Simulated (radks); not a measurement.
Charge is removed step by step from the 1s level of neutral hydrogen, starting from 1s1. All-electron calculation, scalar-relativistic Kohn-Sham, LDA (Slater exchange, Perdew-Wang correlation), spin-unpolarised, spherical densities, point nucleus; without spin polarisation the odd electron is poorly described. Program: a radial shooting solver on a logarithmic mesh with Libxc functionals.

| removed (e) | E - E(0) (eV) | eigenvalue (eV) |
|---|---|---|
| 0 | 0.000 | -6.353 |
| 0.1 | 0.691 | -7.482 |
| 0.2 | 1.498 | -8.654 |
| 0.3 | 2.423 | -9.860 |
| 0.4 | 3.471 | -11.091 |
| 0.5 | 4.642 | -12.330 |
| 0.6 | 5.936 | -13.555 |
| 0.7 | 7.351 | -14.729 |
| 0.8 | 8.878 | -15.778 |
| 0.9 | 10.496 | -16.502 |

The mean slope of the eigenvalue, de/dn, is 11.3 eV per electron.
